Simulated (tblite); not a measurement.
Task: What does the GFN2-xTB structure of `C([SiH2][SiH2]C#N)CCF` look like in three dimensions?

Result: 
```xyz
18
C4H10FNSi2 angstrom
N      2.274    2.141    0.169
C      2.173    1.099    0.639
Si     1.884   -0.621    1.313
Si     0.336   -1.640   -0.083
C     -0.426   -0.422   -1.350
C     -1.626    0.367   -0.833
C     -1.273    1.300    0.313
F     -0.936    0.568    1.436
H      3.231   -1.211    1.286
H      1.515   -0.393    2.710
H     -0.762   -2.287    0.644
H      0.988   -2.696   -0.879
H      0.336    0.281   -1.696
H     -0.748   -0.984   -2.229
H     -2.046    0.979   -1.635
H     -2.401   -0.324   -0.494
H     -2.122    1.928    0.600
H     -0.406    1.923    0.079
```

Any rigid rotation of these coordinates is as good. Atoms count from 1 in this order. Si4 (SiH2 silicon) is distorted tetrahedral (angles from 105.9° to 113.3°). Of the pairs four or more bonds apart, Si4···F8 is among the closest relative to their van der Waals radii: 2.97 Å, 83 % of the sum of Bondi's values. Si3 (SiH2 silicon) is distorted tetrahedral (angles from 102.7° to 118.4°). The 2 C–Si bonds span 1.870 Å (C2–Si3, drawn single) to 1.916 Å (Si4–C5, drawn single), a spread of 0.046 Å.

Bonds between heavy atoms (Å): N1≡C2 1.147, C2–Si3 1.870, Si3–Si4 2.320, Si4–C5 1.916, C5–C6 1.527, C6–C7 1.519, C7–F8 1.382.

The geometry is computed with GFN2-xTB (gas phase).

Point group: C1 (no symmetry element, even within 0.4 Å). Its GFN2-xTB frequencies are all real (lowest 41 cm⁻¹). One conformer, not necessarily the lowest (C2–Si3–Si4–C5 -9°, Si3–Si4–C5–C6 -85°, Si4–C5–C6–C7 64°, C5–C6–C7–F8 -68°).
